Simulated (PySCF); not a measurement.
Level of theory: TPSSh-D3(BJ)/def2-TZVP // r2SCAN-D4/def2-SVP in PySCF. All species are isolated molecules in the gas phase. One relaxed conformer stands for a flexible species; it need not be the lowest. 

Reference species: [Mo(Cl)5(OH)] (neutral, multiplicity 1).

* **LUMO**: -6.02 eV
* **charge on the central atom (Mulliken)**: 0.94 e

Changed species: [Mo(Cl)6] (0 of 6 Cl replaced by OH; the reference has 1 of 6 Cl replaced by OH).

**Question.** Give the shifts of the LUMO and charge on the central atom (Mulliken).

**Answer.** the LUMO falls by 0.17 eV, to -6.19 eV; the charge on the central atom (Mulliken) drops by 0.16 e, to 0.78 e.
